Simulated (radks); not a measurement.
Radial electron density D(r) = 4 pi r^2 rho(r) of an atom or ion with 27 electrons. Calculated with a radial shooting solver on a logarithmic mesh with Libxc functionals: scalar-relativistic Kohn-Sham, XLYP, spin-polarised, spherical densities, finite nucleus; Fermi nuclear charge, rms radius of each element as measured or else 0.836 A^(1/3) + 0.57 fm.

r (bohr),D(r) (e/bohr),spin D(r)
0.002236,1.171,-0.0000322
0.002582,1.519,-0.0000417
0.002958,1.937,-0.0000531
0.003417,2.496,-0.0000684
0.003946,3.202,-0.0000878
0.004557,4.088,-0.000112
0.005263,5.190,-0.000142
0.006078,6.545,-0.000179
0.007019,8.193,-0.000223
0.008106,10.17,-0.000277
0.009287,12.35,-0.000336
0.01073,15.01,-0.000407
0.01239,18.00,-0.000486
0.01431,21.26,-0.000572
0.01652,24.69,-0.000661
0.01908,28.10,-0.000748
0.02204,31.27,-0.000827
0.02545,33.93,-0.000888
0.02916,35.72,-0.000918
0.03367,36.62,-0.000902
0.03889,36.39,-0.000800
0.04491,35.10,-0.000531
0.05186,33.11,0.0000826
0.0599,31.01,0.00142
0.06917,29.55,0.00427
0.07989,29.46,0.0101
0.09153,30.99,0.0208
0.1057,34.12,0.0419
0.1221,37.97,0.0799
0.141,41.11,0.145
0.1628,42.06,0.250
0.188,39.90,0.409
0.2172,34.86,0.636
0.2508,28.40,0.938
0.2873,22.93,1.29
0.3318,19.62,1.70
0.3832,19.45,2.10
0.4426,21.45,2.43
0.5111,23.60,2.61
0.5903,24.02,2.59
0.6817,21.91,2.37
0.7873,17.77,1.99
0.902,13.12,1.57
1.042,8.530,1.12
1.203,4.987,0.728
1.389,2.639,0.436
1.605,1.281,0.250
1.853,0.5940,0.158
2.14,0.3021,0.137
2.472,0.2170,0.163
2.832,0.2274,0.212
3.27,0.2679,0.265
3.777,0.2892,0.289
4.362,0.2665,0.266
5.037,0.2032,0.203
5.818,0.1251,0.125
6.719,0.06083,0.0608
7.759,0.02291,0.0229
8.89,0.006882,0.00688
10.27,0.001319,0.00132
11.86,0.0001663,0.000166

What is the nuclear charge?

Answer. Z = 30. The innermost maximum, from 1s, lies near gamma/Z bohr with gamma = sqrt(1 - (Z/c)^2) = 0.976, here 0.0325 bohr (found: 0.0350), and its height grows with Z. The density is that of the zinc ion Zn3+ in [Ar] 3d8 4f1; the configuration itself is not fixed sharply by these data, and Z only to about a unit. D(r) has 4 maxima, at r = 0.0350, 0.159, 0.563, 3.78 bohr, and minima at 0.0749, 0.359, 2.57 bohr, inside which lie 2.09, 10.89, 26.10 electrons.
